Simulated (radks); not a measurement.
Coulomb parameter of the 4f shell of the gadolinium ion Gd2+ in the model configuration [Xe] 4f6.5 5d1.5, as a second difference U = [E(n + 0.25) + E(n - 0.25) - 2 E(n)] / (0.25)^2 with all orbitals relaxed. "Bare": the charge of the atom changes with n. "Screened": the 5d shell takes up the change at fixed total charge, which measures U(4f,4f) + U(5d,5d) - 2 U(4f,5d). All-electron calculation, Dirac Kohn-Sham, PBEsol, spin-unpolarised, spherical densities, finite nucleus; open shells are shared between the two j in proportion to 2j + 1; Fermi nuclear charge, rms radius 5.1569 fm. Program: a radial shooting solver on a logarithmic mesh with Libxc functionals.

case                 configuration  E - E(n) (eV)
start             [Xe] 4f6.5 5d1.5          0.000
bare +0.25       [Xe] 4f6.75 5d1.5         -5.907
bare -0.25       [Xe] 4f6.25 5d1.5          6.997
screened +0.25  [Xe] 4f6.75 5d1.25         -2.301
screened -0.25  [Xe] 4f6.25 5d1.75          2.630

U(bare) = 17.440 eV, U(screened by 5d) = 5.253 eV.
